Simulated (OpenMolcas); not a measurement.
# Mn2+: ligand-field states by method

Mn2+ with 6 ligands (sulfide) in trigonal prismatic coordination (D3h) at 2.61 Å, a polar angle of 47.6° against the regular 49.1°. A charge of +1.67 e stands 2.6 Å behind each ligand. Ligand basis ANO-RCC-VDZP.

- Program: OpenMolcas 26.06
- Basis: ANO-RCC-VDZP [5s4p2d1f]
- Scalar Hamiltonian: DKH2, point nucleus
- Active space: 5 electrons in 5 orbitals (3d)
- State averaging: 2S+1 = 6 even, 1 root; 2S+1 = 4 even, 24 roots; 2S+1 = 2 even, 75 roots
- Spin-orbit coupling: RASSI with atomic mean-field integrals over the reference wave functions

I. CASSCF
II. SS-CASPT2, IPEA 0.25 Eh, imaginary shift 0.1 Eh (closed shells correlated: 3s 3p and the ligand valence shells)

Spin-free states (labels of D3, the rotations of D3h) in cm-1, each column counted from its own energy of the first state listed:

```tsv
State	Degeneracy	I	II
6A1	1	0	0
4E	2	30480	26260
4A2	1	30823	26440
4A1	1	30839	26460
4E	2	30902	26570
4A1	1	30905	26640
4E	2	30981	26530
4A2	1	35655	28800
4E	2	35968	30120
4E	2	38325	31800
4E	2	38361	31870
4A1	1	38486	32160
2E	2	43571	38100
2A1	1	43716	38370
2A2	1	43717	38370
2E	2	43745	38410
2E	2	43755	38410
2A1	1	43878	38610
2A2	1	43930	38000
2A1	1	43931	38180
```

From I to II, I's first state of another spin (4E) moves from 30480 to 26260 cm-1, by about -4200 cm-1.

χT at 300 K: I 4.39, II 4.39 cm3 K/mol.

Roots that are degenerate in the reference are averaged as groups; the widest CASPT2 spread within a group is 46 cm-1 (the 2-fold group of multiplicity 2 near 60900 cm-1 above the lowest state of its run, II). Shifts and gaps below about the spread of the groups concerned are not significant. Over all roots computed the reference weight is 0.62 to 0.64 in II; a low but even weight reflects the number of correlated electrons. The sulfide ions are held by bare point charges, a crude embedding. Ligand-to-metal charge-transfer states are missing. With no ligand orbital active B as a rule stays too high, so bands that hang on it stand too high and its fall with covalency is understated. Without dynamic correlation the repulsion within the d shell is too large (B by tens of per cent), so at a given field states of lower spin stand too high (holds for I). CASSCF with metal d orbitals alone favours high spin, so a ground state of lower spin is not ruled out (holds for I). With metal d orbitals alone and no dynamic correlation the field as a rule comes out too small, by tens of per cent, by up to half for chloride and softer ligands (holds for I). Free-ion shares, where given, are those of the reference states; single-state CASPT2 does not remix them (holds for II). No measured value stands beside these numbers; the geometry was imposed, not optimised, and the real ion may take another.
